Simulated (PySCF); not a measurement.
CH3Cl3Si (SMILES C[Si](Cl)(Cl)Cl), singlet, at a GFN2-xTB geometry; DF-SVWN5/6-31G* (PySCF).

Here is a job for PySCF.
```python
from pyscf import gto, scf, dft

mol = gto.M(
    atom='''
C    -2.085393   -0.430024    0.057358
Si   -0.225654   -0.046532    0.006206
Cl    0.680406   -1.195024   -1.390628
Cl    0.067757    1.900728   -0.455550
Cl    0.609762   -0.425689    1.808829
H    -2.266306   -1.469266    0.317442
H    -2.594686    0.186602    0.792742
H    -2.552211   -0.245996   -0.906287
''',
    basis='6-31g*',
    charge=0,
    spin=0,
    verbose=4,
)

mf = dft.RKS(mol)
mf.xc = 'lda,vwn'
mf.small_rho_cutoff = 0
mf = mf.density_fit(auxbasis='def2-universal-jkfit')
mf.kernel()
mf.analyze()
```

It wrote (shortened):

```
PySCF version 2.14.0

[INPUT] verbose = 4
[INPUT] num. atoms = 8
[INPUT] num. electrons = 74
[INPUT] charge = 0
[INPUT] spin (= nelec alpha-beta = 2S) = 0
[INPUT] symmetry False subgroup None
[INPUT] Mole.unit = angstrom
[INPUT] Symbol           X                Y                Z      unit          X                Y                Z       unit  Magmom
[INPUT]  1 C     -2.085393000000  -0.430024000000   0.057358000000 AA   -3.940821632085  -0.812627586990   0.108390911053 Bohr   0.0
[INPUT]  2 Si    -0.225654000000  -0.046532000000   0.006206000000 AA   -0.426424258913  -0.087932736028   0.011727640329 Bohr   0.0
[INPUT]  3 Cl     0.680406000000  -1.195024000000  -1.390628000000 AA    1.285780993511  -2.258268072282  -2.627906061152 Bohr   0.0
[INPUT]  4 Cl     0.067757000000   1.900728000000  -0.455550000000 AA    0.128042173022   3.591855357292  -0.860864736046 Bohr   0.0
[INPUT]  5 Cl     0.609762000000  -0.425689000000   1.808829000000 AA    1.152283181167  -0.804435624240   3.418191416171 Bohr   0.0
[INPUT]  6 H     -2.266306000000  -1.469266000000   0.317442000000 AA   -4.282697654459  -2.776510344135   0.599878440434 Bohr   0.0
[INPUT]  7 H     -2.594686000000   0.186602000000   0.792742000000 AA   -4.903245919243   0.352626674296   1.498065267440 Bohr   0.0
[INPUT]  8 H     -2.552211000000  -0.245996000000  -0.906287000000 AA   -4.822979802102  -0.464865067739  -1.712634220254 Bohr   0.0

nuclear repulsion = 440.805342727774
number of shells = 44
number of NR pGTOs = 243
number of NR cGTOs = 92
basis = 6-31g*
ecp = {}

******** <class 'pyscf.df.df_jk.DFRKS'> ********
method = DFRKS
initial guess = minao
damping factor = 0
level_shift factor = 0
DIIS = <class 'pyscf.scf.diis.CDIIS'>
diis_start_cycle = 1
diis_space = 8
diis_damp = 0
SCF conv_tol = 1e-09
SCF conv_tol_grad = None
SCF max_cycles = 50
direct_scf = False
XC library pyscf.dft.libxc version 7.1.2
    S. Lehtola, C. Steigemann, M. J. T. Oliveira, and M. A. L. Marques,  SoftwareX 7, 1–5 (2018)
XC functionals = lda,vwn
    P. A. M. Dirac,  Math. Proc. Cambridge Philos. Soc. 26, 376 (1930)
    F. Bloch,  Z. Phys. 57, 545 (1929)
    S. H. Vosko, L. Wilk, and M. Nusair,  Can. J. Phys. 58, 1200 (1980)
radial grids:
    Treutler-Ahlrichs [JCP 102, 346 (1995); DOI:10.1063/1.469408] (M4) radial grids

becke partition: Becke, JCP 88, 2547 (1988); DOI:10.1063/1.454033
pruning grids: <function nwchem_prune>
grids dens level: 3
symmetrized grids: False
atomic radii adjust function: <function treutler_atomic_radii_adjust>
small_rho_cutoff = 0
Set gradient conv threshold to 3.16228e-05
Initial guess from minao.
tot grids = 119368
init E= -1704.50604629615
  HOMO = -0.337148854525902  LUMO = -0.0495888029678766  gap/eV = 7.82491
cycle= 1 E= -1704.02120182217  delta_E= 0.485  |g|= 0.544  |ddm|= 2.84
  HOMO = -0.251098923982215  LUMO = -0.0337553706757037  gap/eV = 5.91422
cycle= 2 E= -1703.92143872953  delta_E= 0.0998  |g|= 0.799  |ddm|= 1.54
  HOMO = -0.281067872231886  LUMO = -0.0230887333800074  gap/eV = 7.01997
cycle= 3 E= -1704.10216466742  delta_E= -0.181  |g|= 0.0761  |ddm|= 0.977
  HOMO = -0.290664667867711  LUMO = -0.0345447464080859  gap/eV = 6.96938
cycle= 4 E= -1704.10384094656  delta_E= -0.00168  |g|= 0.013  |ddm|= 0.114
  HOMO = -0.289811222788416  LUMO = -0.0326933450224129  gap/eV = 6.99653
cycle= 5 E= -1704.10387079941  delta_E= -2.99e-05  |g|= 0.00804  |ddm|= 0.0253
  HOMO = -0.289465980530895  LUMO = -0.0327941885417662  gap/eV = 6.98440
cycle= 6 E= -1704.10388977679  delta_E= -1.9e-05  |g|= 0.000444  |ddm|= 0.0106
  HOMO = -0.289515721649435  LUMO = -0.0328488002863243  gap/eV = 6.98426
cycle= 7 E= -1704.10388982883  delta_E= -5.2e-08  |g|= 7.5e-05  |ddm|= 0.000709
  HOMO = -0.289509312144958  LUMO = -0.0328381553118908  gap/eV = 6.98438
cycle= 8 E= -1704.10388983057  delta_E= -1.74e-09  |g|= 1.36e-05  |ddm|= 0.000126
  HOMO = -0.289510306223941  LUMO = -0.0328391478018366  gap/eV = 6.98438
cycle= 9 E= -1704.10388983063  delta_E= -5.87e-11  |g|= 2.66e-06  |ddm|= 2.31e-05
  HOMO = -0.289510788241998  LUMO = -0.0328396293407489  gap/eV = 6.98438
Extra cycle  E= -1704.10388983064  delta_E= -9.09e-12  |g|= 2.43e-06  |ddm|= 6.56e-06
converged SCF energy = -1704.10388983064
**** SCF Summaries ****
Total Energy =                       -1704.103889830637627
Nuclear Repulsion Energy =             440.805342727774303
One-electron Energy =                -3238.809925392876721
Two-electron Energy =                 1093.900692834464735
Two-electron Coulomb Energy =         1200.214763214091818
DFT Exchange-Correlation Energy =     -106.314070379627140
HOMO-LUMO gap [eV] =                     6.984377985062643
**** MO energy ****
MO #1   energy= -100.304319908646  occ= 2
MO #2   energy= -100.304293425445  occ= 2
MO #3   energy= -100.304292869941  occ= 2
MO #4   energy= -65.2112332170588  occ= 2
MO #5   energy= -9.78755440409829  occ= 2
MO #6   energy= -9.15058275701691  occ= 2
MO #7   energy= -9.15049604867415  occ= 2
MO #8   energy= -9.15049538141377  occ= 2
MO #9   energy= -7.00867124839331  occ= 2
MO #10  energy= -7.00866873583612  occ= 2
MO #11  energy= -7.00863389713624  occ= 2
MO #12  energy= -7.00124495005719  occ= 2
MO #13  energy= -7.00124086200271  occ= 2
MO #14  energy= -7.00123892805813  occ= 2
MO #15  energy= -7.00115645628484  occ= 2
MO #16  energy= -7.00113069865112  occ= 2
MO #17  energy= -7.00112897780695  occ= 2
MO #18  energy= -5.11402319256944  occ= 2
MO #19  energy= -3.55668138134111  occ= 2
MO #20  energy= -3.55668073423257  occ= 2
MO #21  energy= -3.55272792405149  occ= 2
MO #22  energy= -0.805050040865417 occ= 2
MO #23  energy= -0.765551251204079 occ= 2
MO #24  energy= -0.765551010196975 occ= 2
MO #25  energy= -0.653599175490783 occ= 2
MO #26  energy= -0.490763773966257 occ= 2
MO #27  energy= -0.408120250940179 occ= 2
MO #28  energy= -0.408119931489144 occ= 2
MO #29  energy= -0.373828318454028 occ= 2
MO #30  energy= -0.373827531049228 occ= 2
MO #31  energy= -0.373628353065998 occ= 2
MO #32  energy= -0.325222212781588 occ= 2
MO #33  energy= -0.325222152685328 occ= 2
MO #34  energy= -0.301529662476608 occ= 2
MO #35  energy= -0.301529459652153 occ= 2
MO #36  energy= -0.294203932454525 occ= 2
MO #37  energy= -0.289510788241998 occ= 2
MO #38  energy= -0.0328396293407489 occ= 0
MO #39  energy= -0.000829486113066755 occ= 0
MO #40  energy= -0.000828956417422859 occ= 0
MO #41  energy= 0.0323439695614023 occ= 0
MO #42  energy= 0.0743147156563992 occ= 0
MO #43  energy= 0.101294736771034  occ= 0
MO #44  energy= 0.10129564410416   occ= 0
MO #45  energy= 0.157000867632363  occ= 0
 ** Mulliken pop on meta-lowdin orthogonal AOs  **
 ** Mulliken pop  **
 ** Mulliken atomic charges  **
charge of    0C =     -0.59685
charge of    1Si =      0.83697
charge of    2Cl =     -0.23237
charge of    3Cl =     -0.23237
charge of    4Cl =     -0.23237
charge of    5H =      0.15233
charge of    6H =      0.15233
charge of    7H =      0.15233
Dipole moment(X, Y, Z, Debye): -2.08649, -0.43025,  0.05738
```
